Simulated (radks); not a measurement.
Values are calculated unless marked as measured or tabulated.
Species: Cs. Configuration: [Kr] 4d10 5s1.5 5p6 6s1 5d0.5 (fractional occupations, a model configuration).

Code: a radial shooting solver on a logarithmic mesh with Libxc functionals. Model: scalar-relativistic Kohn-Sham, PBEsol, spin-polarised, spherical densities, point nucleus; open shells are filled with parallel spins first (spin-orbit coupling, left out, can overturn this in heavy ions).

Energy parts (eV):
| part | energy |
|---|---|
| total | -211794.92 |
| kinetic | 223139.89 |
| electron-nucleus | -512501.71 |
| Hartree | 82702.63 |
| exchange-correlation | -5135.73 |

Orbitals (lengths in bohr, moments of r in powers of bohr; <r^-3> diverges for s and p1/2; r(max) is where P^2 peaks):
orbital	occ.	eigenvalue (eV)	<r^-3>	<r^4>	r(max)	<1/r>
1s up	1	-35785.70	-	2.248e-06	0.01679	59.38
1s down	1	-35785.65	-	2.248e-06	0.01679	59.38
2s up	1	-5615.853	-	0.0003781	0.09492	13.64
2s down	1	-5615.821	-	0.0003781	0.09492	13.64
2p up	3	-5038.659	6583	0.0002745	0.07620	13.00
2p down	3	-5038.627	6583	0.0002745	0.07620	13.00
3s up	1	-1169.363	-	0.01587	0.2726	4.914
3s down	1	-1169.322	-	0.01587	0.2726	4.914
3p up	3	-983.6475	1282	0.01662	0.2667	4.666
3p down	3	-983.6054	1282	0.01662	0.2667	4.666
3d up	5	-710.8984	176.5	0.01419	0.2204	4.422
3d down	5	-710.8573	176.6	0.01419	0.2204	4.422
4s up	1	-222.5911	-	0.4346	0.6425	2.018
4s down	1	-222.5043	-	0.4342	0.6425	2.018
4p up	3	-163.1912	263.1	0.5848	0.6729	1.855
4p down	3	-163.0948	263.1	0.5835	0.6730	1.856
4d up	5	-76.7473	28.54	1.107	0.7208	1.584
4d down	5	-76.6050	28.59	1.100	0.7207	1.586
5s up	1	-28.8345	-	16.80	1.535	0.7627
5s down	0.5	-28.3038	-	16.73	1.535	0.7632
5p up	3	-15.3213	32.64	36.67	1.762	0.6343
5p down	3	-14.7736	32.73	36.04	1.762	0.6354
6s up	1	-2.7643	-	1431	4.493	0.2407
5d up	0.5	-1.1608	0.8828	1349	2.939	0.3023
6p up	0	-1.0612	2.050	5396	5.858	0.1759

The highest occupied level is 5d up at -1.161 eV. Summed over all electrons, <r^2> = 91.20 bohr^2, which gives a Langevin (diamagnetic) susceptibility term of -72.2 x 10^-6 cm^3/mol. The density falls to 0.001 e/bohr^3 at r = 5.11 bohr.
